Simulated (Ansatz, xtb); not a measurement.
**CH2FSn−: where a starting geometry ends**

The starting geometry of this gas-phase singlet has its atoms placed at random.

```xyz
5

C     0.8911    0.4043   -1.0583
F     1.1033   -0.3649    0.4200
Sn   -0.0581    0.1396    2.0319
H    -0.1187   -0.1889   -1.0224
H     0.2433   -0.3946    0.4040
```

Problem. One run relaxed it with r2SCAN-D4/def2-SVPD. What is a likely outcome?

Solution. It loosens into CHSn + FH, which stay close as a complex (formulas without charges). Distances that change by over a tenth: F2–H5 (0.86 → 1.01 Å). Contacts that open: F2–Sn3 (2.05 → 3.72 Å), Sn3–H5 (1.74 → 2.81 Å). Contacts that close: C1–Sn3 (3.24 → 1.93 Å).

The energy falls by 9.03 eV over 16 steps:

| step | E − E(last) (eV) |
| --- | --- |
| 1 | 9.034 |
| 3 | 5.910 |
| 4 | 5.109 |
| 6 | 3.558 |
| 8 | 1.972 |
| 9 | 1.062 |
| 11 | 0.146 |
| 13 | 0.011 |
| 14 | 0.001 |
| 16 | 0.000 |

Final geometry (Å):

```xyz
5

C    -0.0913    0.4643   -0.1421
F     1.6987   -1.5283    0.2714
Sn   -0.5425    1.1236    1.6131
H    -0.0340    0.3076   -1.2275
H     1.0299   -0.7716    0.2602
```

From the same start GFN2-xTB ends elsewhere, differing in C1–H5 (1.09 against 1.72 Å here), F2–Sn3 (2.24 against 3.72 Å here), F2–H5 (3.49 against 1.01 Å here).

From so rough a start the end depends on the optimiser's path, so another program may land elsewhere. No frequencies were run, so the end isn't proven a minimum. Atoms past krypton carry core potentials, without spin–orbit terms. Run with Ansatz 0.2.0, 27 s on 1 thread of Intel(R) Xeon(R) 6975P-C (Granite Rapids) (shared host).
